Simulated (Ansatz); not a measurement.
One change: `C[SiH2]S[SiH3]` becomes `C[SiH2]S[SiH2][GaH2]`.

Ansatz, PBE0-D4/def2-TZVP geometries, multiplicity 1. Each molecule was computed in one conformer, which needn't be the lowest.

Scalar relativity is left out up to krypton.

| property | `C[SiH2]S[SiH3]` |
| --- | --- |
| LUMO energy (PBE/def2-TZVPP) / eV | -0.74 |
| HOMO energy (ωB97M-V/def2-TZVPP) / eV | -9.53 |
| size of the dipole moment (B3LYP/def2-TZVPP) / D | 1.06 |
| size of the dipole moment (PBE/def2-TZVPP) / D | 1.08 |
| HOMO–LUMO gap (PBE/def2-TZVPP) / eV | 5.44 |
| LUMO energy (ωB97M-V/def2-TZVPP) / eV | 1.83 |

(1) What does the change do to each property? (Estimate.)

## Answers

(1) Ansatz gave: 
```csv
property,`C[SiH2]S[SiH2][GaH2]`,shift
LUMO energy (PBE/def2-TZVPP) / eV,-2.67,-1.93
HOMO energy (ωB97M-V/def2-TZVPP) / eV,-9.03,0.50
size of the dipole moment (B3LYP/def2-TZVPP) / D,1.46,0.40
size of the dipole moment (PBE/def2-TZVPP) / D,1.44,0.36
HOMO–LUMO gap (PBE/def2-TZVPP) / eV,3.25,-2.19
LUMO energy (ωB97M-V/def2-TZVPP) / eV,-0.12,-1.95
```

With PBE0 the HOMO rises by 0.37 eV and the LUMO falls by 1.98 eV, so the gap narrows by about 2.35 eV. PBE moves the HOMO by 0.26 eV and ωB97M-V by 0.50 eV. Dipoles are sizes alone; their direction can turn.

B3LYP here is the variant with VWN-RPA as its local correlation; programs differ in this.
